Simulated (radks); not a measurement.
Values are calculated unless marked as measured or tabulated.
Excited configurations of Te XV: one electron is placed in a higher orbital outside [Kr] 4d1. The ground configuration is [Kr] 4d2. Level of theory: scalar-relativistic Kohn-Sham, PBE, spin-polarised, spherical densities, finite nucleus; open shells are filled with parallel spins first (spin-orbit coupling, left out, can overturn this in heavy ions); Fermi nuclear charge, rms radius 4.7423 fm (a radial shooting solver on a logarithmic mesh with Libxc functionals). Excitation = E - E(ground); binding = E(ion) - E, where the ion is the core of charge +15; n* = 15/sqrt(2 binding) in atomic units.

\begin{tabular}{lrrrr}
outer orbital & excitation (eV) & binding (eV) & eigenvalue (eV) & <r> (bohr) \\ \hline
5s & 95.309 & 232.13 & -224.41 & 1.351 \\
5p & 116.58 & 210.85 & -203.60 & 1.426 \\
5d & 148.54 & 178.89 & -172.33 & 1.556 \\
5f & 182.12 & 145.31 & -139.47 & 1.717 \\
6p & 195.41 & 132.03 & -128.13 & 2.297 \\
6d & 211.47 & 115.97 & -112.33 & 2.490 \\
6f & 228.64 & 98.792 & -95.408 & 2.726 \\
7s & 230.90 & 96.540 & -93.942 & 3.211 \\
7d & 246.06 & 81.376 & -79.050 & 3.617 \\
\end{tabular}

The Delta-SCF ionisation energy is 327.43 eV (NIST Atomic Spectra Database: 328 eV, theoretical). Self-interaction in the functional shifts the binding energies and quantum defects, so they are the method's values and not measured ones. Open shells are spherical and high-spin; term and fine-structure splittings are not resolved. Spin-orbit splitting is averaged out at the scalar-relativistic level.
